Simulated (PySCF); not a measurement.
## Molecular orbitals of BOs

PBE0 at R = 1.775 Å; basis B def2-TZVPP, Os def2-TZVPP with ECP60; scalar-relativistic core potentials; PySCF 2.14. State: ⁴Σ⁻ (quartet), unpaired electrons σ ↑, δ ↑↑. Only the outer orbitals are listed, counted within each symmetry, core potentials removing the inner ones.

| spin | orbital | occ. | ε (eV) | on B (%) | main shells (%) |
| --- | --- | --- | --- | --- | --- |
| α | 4σ | 1 | -11.71 | 56 | 53 B s, 28 Os d, 14 Os s |
| α | 1δ | 1 | -8.35 | 0 | 100 Os d |
| α | 1δ | 1 | -8.35 | 0 | 100 Os d |
| α | 2π | 1 | -8.30 | 16 | 84 Os d, 15 B p |
| α | 2π | 1 | -8.30 | 16 | 84 Os d, 15 B p |
| α | 5σ | 1 | -7.90 | 13 | 52 Os d, 34 Os s |
| α | 6σ | 1 | -6.20 | 50 | 46 Os s, 26 B p, 24 B s |
| α | 3π | 0 | -1.81 | 39 | 55 Os p, 39 B p |
| α | 3π | 0 | -1.81 | 39 | 55 Os p, 39 B p |
| α | 7σ | 0 | -0.84 | 33 | 55 Os p, 30 B p, 8 Os d |
| β | 3σ | 1 | -51.47 | 1 | 99 Os p |
| β | 1π | 1 | -50.75 | 0 | 100 Os p |
| β | 1π | 1 | -50.75 | 0 | 100 Os p |
| β | 4σ | 1 | -11.59 | 61 | 55 B s, 26 Os d, 11 Os s |
| β | 2π | 1 | -7.31 | 29 | 71 Os d, 27 B p |
| β | 2π | 1 | -7.31 | 29 | 71 Os d, 27 B p |
| β | 5σ | 1 | -6.08 | 28 | 52 Os d, 19 B s, 17 Os s |
| β | 6σ | 0 | -3.14 | 32 | 63 Os s, 17 B p, 15 B s |
| β | 1δ | 0 | -2.85 | 1 | 99 Os d |
| β | 1δ | 0 | -2.85 | 1 | 99 Os d |

Q: Which are the highest filled and the lowest empty level, where do they sit, and how wide is the gap?

A: Highest filled β 5σ at -6.08 eV (in %: 52 Os d, 19 B s, 17 Os s); lowest empty β 6σ at -3.14 eV (in %: 63 Os s, 17 B p, 15 B s); the gap at PBE0 is 2.94 eV.

The bond order (Mayer) is 2.44, the ⟨S²⟩ is 3.815 and the charge on B (Mulliken, basis-dependent) is -0.02. The charge on B (Löwdin, basis-dependent) is -0.42. The dipole moment (positive dipole means B(−)Os(+)) is 2.48 D, the polarisability along the bond is 90.1 bohr³ and the polarisability across the bond is 52.8 bohr³.

Spin–orbit coupling is left out. With d or f electrons several states lie close, and the lowest PBE0 determinant need not be the measured ground state.
